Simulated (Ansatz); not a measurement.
The multiplicity is imposed and other spin states were not computed.

Cartesian coordinates (Å):
```xyz
7

Cu    -0.1012    -0.0463    -0.0036
N     -1.9029     0.6502    -0.0288
H     -2.4707     0.2982     0.7551
H     -2.4038     0.3918    -0.8902
H     -1.9314     1.6781     0.0281
O      1.5623    -0.6549     0.1375
H      1.8192    -1.0156    -0.7324
```
Charge 0, spin multiplicity 1.

Level of theory: frozen-core CCSD(T)/def2-TZVPP // TPSS-D3(BJ)/def2-SVP (Ansatz, an electronic-structure program).

```json
{
 "HF energy": "-1770.64919 Ha",
 "MP2 correlation energy": "-1.38375 Ha"
}
```

Estimate the CCSD correlation energy, the (T) correction, the total energy and the T1 diagnostic.


```json
{
 "CCSD correlation energy": "-1.26731 Ha",
 "(T) correction": "-0.04358 Ha",
 "CCSD(T) total energy": "-1771.96008 Ha",
 "T1 diagnostic": "0.025"
}
```
